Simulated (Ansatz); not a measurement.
`FC[SiH]([SiH3])S`. Charge 0, multiplicity 1.

Cartesian coordinates in Å:
```
F 1.946 -0.255 -1.611
C 1.503 0.762 -0.772
Si 0.390 0.021 0.577
Si -1.424 -1.121 -0.357
S -0.291 1.739 1.674
H 0.956 1.494 -1.375
H 2.378 1.260 -0.343
H 1.206 -0.878 1.438
H -2.403 -1.428 0.722
H -2.083 -0.252 -1.368
H -1.000 -2.394 -0.997
H -1.178 1.050 2.411
```

Q: What are the harmonic wavenumbers in cm⁻¹ at PBE0-D4/def2-TZVP (Ansatz, finite differences of forces, unscaled)? (Estimate.)

A: Ansatz gave: 38, 89, 99, 110, 127, 162, 280, 403, 481, 499, 540, 656, 675, 754, 776, 843, 892, 933, 935, 1060, 1242, 1310, 1466, 2203, 2214, 2226, 2234, 2713, 3047, 3103.

Q: Is this a minimum?

A: Yes, all 30 modes are real.

Q: Give the ideal-gas thermochemistry at 298.15 K and 1 bar (rigid rotor, harmonic oscillator; point group C1, symmetry number 1).

A: Zero-point energy 192.1 kJ/mol; H(298) − E = 219.0 kJ/mol; entropy 405.1 J/(mol·K), of which translation 169.2, rotation 120.3, vibration 115.6; G(298) − E = 98.3 kJ/mol. Modes under 100 cm⁻¹ are hindered rotations or soft bends, so the harmonic entropy is rough.

Q: And at 400, 500, 600, 800 and 1000 K?

A: 
```csv
T (K),H − E (kJ/mol),S (J/mol/K),G − E (kJ/mol)
400,234.1,448.4,54.7
500,251.0,485.9,8.0
600,269.4,519.6,-42.3
800,310.1,577.9,-152.2
1000,354.6,627.4,-272.9
```

Q: Rotational constants (cm⁻¹)?

A: 0.07447, 0.05766, 0.03513.
